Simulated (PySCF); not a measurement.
B(Cl)(SMe)2 (C2H6BClS2), SMILES S(B(SC)Cl)C.

Coordinates come from a B3LYP-D3(BJ)/def2-SVP optimisation. Other conformers were not sampled.

Computed with B3LYP-D3(BJ)/def2-SVP run with PySCF.

Frequencies are harmonic and unscaled.

```
mode  ν (cm⁻¹)  IR (km/mol)  moving atoms (share of kinetic energy)
----  --------  -----------  --------------------------------------
1           82          3.3                  C 36 %, H 32 %, S 30 %
2          110          0.5         H 37 %, S 26 %, C 23 %, Cl 13 %
3          114          0.0                          H 78 %, S 13 %
4          155          1.4         C 48 %, H 20 %, S 17 %, Cl 10 %
5          155          0.1                           H 88 %, S 9 %
6          194          1.6         Cl 39 %, C 33 %, H 14 %, S 11 %
7          270          0.9         S 42 %, C 26 %, Cl 18 %, H 12 %
8          318          2.4         S 48 %, C 18 %, Cl 17 %, H 12 %
9          421          2.0                                  B 90 %
10         447          1.3                         S 65 %, Cl 31 %
11         708          1.4                  C 57 %, S 33 %, H 10 %
12         711          1.9                  C 56 %, S 33 %, H 10 %
13         933        152.7                          B 61 %, H 24 %
14         954        153.2                          B 46 %, H 39 %
15         960          0.0                          H 84 %, C 15 %
16         961          6.3                          H 84 %, C 15 %
17         996         67.3                  H 52 %, B 29 %, C 13 %
18        1005         51.0           H 45 %, B 34 %, C 11 %, S 9 %
19        1334          3.3                          H 86 %, C 13 %
20        1338          7.3                          H 86 %, C 13 %
21        1446          3.7                                  H 95 %
22        1448         16.6                                  H 96 %
23        1448         14.5                                  H 96 %
24        1454         16.8                                  H 96 %
25        3051         13.0                                  H 98 %
26        3058         15.9                                  H 98 %
27        3155          2.8                          H 90 %, C 10 %
28        3164          2.9                          H 90 %, C 10 %
29        3169          2.5                          H 90 %, C 10 %
30        3170          2.3                          H 90 %, C 10 %
```
